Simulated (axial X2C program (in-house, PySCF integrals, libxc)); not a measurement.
**Bond lengths and stretching modes, held linear, of HCoF**

Computed with an in-house all-electron X2C program for linear molecules (integrals from PySCF): two-component X2C with atomic mean-field Coulomb and Gaunt terms, Gaussian nuclei, basis H dyall-v3z, Co dyall-v3z, F dyall-av3z with contracted cores. Spin-free rows use the one-electron spin-free X2C Hamiltonian.

Masses H 1.008, Co 58.933, F 18.998 u. States: 2c Ω = 9/2 (beyond evenly filled blocks: ω = 1/2, ω = 3/2, ω = 5/2); spin-free M_S = 3/2, Λ = 2 (beyond evenly filled blocks: π+α, π-α, δ+α, δ+β, δ-α).

MP2, 2c: energies above the lowest point

| r(H–Co) (Å) | r(Co–F) (Å) | E (meV) |
| --- | --- | --- |
| 1.5220 | 1.7209 | 51.87 |
| 1.5220 | 1.7650 | 14.43 |
| 1.5220 | 1.8091 | 24.59 |
| 1.5610 | 1.7209 | 36.61 |
| 1.5610 | 1.7650 | 0.00 |
| 1.5610 | 1.8091 | 10.91 |
| 1.5610 | 1.8533 | 59.56 |
| 1.6000 | 1.7209 | 42.64 |
| 1.6000 | 1.7650 | 6.78 |
| 1.6000 | 1.8091 | 18.38 |
| 1.6391 | 1.7650 | 31.84 |
| 1.6391 | 1.8533 | 93.98 |

Fit a quadratic surface with cubic terms in each bond: where is the minimum, and what are the two stretching wavenumbers?

At MP2, 2c: bonds 1.567 and 1.776 Å; harmonic stretches 661.2 and 1933.3 cm⁻¹; force constants 2.18, 3.72 and coupling 0.06 mdyn/Å.

The other levels and Hamiltonians give:

```
Hamiltonian   level  r(H–Co) (Å)  r(Co–F) (Å)  lower stretch (cm⁻¹)  upper stretch (cm⁻¹)
         2c    PBE0        1.561        1.763                 666.3                1891.4
         2c      HF        1.630        1.791                 672.2                1813.7
         2c  r2SCAN        1.541        1.758                 668.8                1922.9
  spin-free    PBE0        1.578        1.746                 682.6                1921.2
  spin-free      HF        1.622        1.788                 665.7                1835.6
  spin-free  r2SCAN        1.565        1.737                 693.8                1943.8
  spin-free     MP2        1.568        1.759                 671.2                1979.8
```

Each state is one determinant, the lowest of a limited PBE0 search; the stretches come from a fit to these few points and carry an uncertainty of a few per cent. Other orders of the atoms were not compared. MP2 freezes inner shells (threshold -2 hartree). The molecule was held linear; bending was not examined, so a bent shape may lie lower. Note: functional without a current term on a determinant with orbital currents, of the molecule or an atom. Note: several unpaired electrons, one determinant need not be a pure state.
